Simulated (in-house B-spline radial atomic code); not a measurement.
**Binding energies in Yb56+**

NIST's tabulated ground configuration is [Ne] 3s2 3p2; each binding energy is the energy of the ion with one electron taken from that subshell, relaxed, less that of the parent. All numbers are computed (Dirac-Hartree-Fock, average of configuration; Fermi nucleus of rms radius 5.3108 fm) with a B-spline radial code for spherical atoms, not measured. Energies include first-order Breit, QED and recoil terms.

| subshell | X-ray name | binding energy (eV) | -ε (eV) | relaxation (eV) |
| --- | --- | --- | --- | --- |
| 1s | K | 65744.2 | 66061.0 | 28.4 |
| 2s | L1 | 14677.1 | 14717.6 | 5.0 |
| 3s | M1 | 5888.7 | 5898.2 | 0.5 |
| 3p | M2,3 | 5552.3 | 5559.1 | 0.5 |

Relaxation = -ε minus the binding energy without Breit, QED and recoil terms.

Question: What does it cost to remove two 1s electrons?

Answer: 132880 eV, which is 1389 eV more than the two single binding energies together.

Question: What does it cost to remove two 2s electrons?

Answer: 29649 eV, which is 295 eV more than the two single binding energies together.
